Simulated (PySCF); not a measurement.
**PI and its ions**

PBE; basis P x2c-SVPall, I x2c-SVPall; spin-free X2C with a Gaussian nucleus; PySCF 2.14. Neutral (UKS): triplet (π ↑↑), Re = 2.408 Å, ωe = 362 cm⁻¹, De = 2.73 eV, HOMO -5.41 eV, LUMO -3.76 eV.

PI⁺ (UKS): doublet (π ↑), Re = 2.297 Å, ωe = 438 cm⁻¹, De = 4.58 eV to P + I⁺. The energies at the minima are -7456.25099 hartree for PI and -7455.93360 for PI⁺.

Problem. Work out the adiabatic ionisation energy, without and with harmonic zero-point energies (1 hartree = 27.2114 eV, 1 eV = 8065.5 cm⁻¹), and the change of the bond length.

Solution. At PBE: 0.31739 hartree = 8.637 eV between the minima; the zero-point term (438.0 − 362.0)/2 cm⁻¹ = +0.005 eV makes it 8.641 eV. Re changes by -11.1 pm against the neutral. The electron leaves a π orbital, and the shorter bond of the ion fits an antibonding orbital, or a change in how ionic the bond is.

Spin–orbit coupling is left out, which matters for elements this heavy, above all for dissociation energies. For an ion De counts to the pair picked by the measured ionisation energies or electron affinities, which need not be the lowest pair at this level. States were picked by a PBE0 search and need not be the measured ground states.
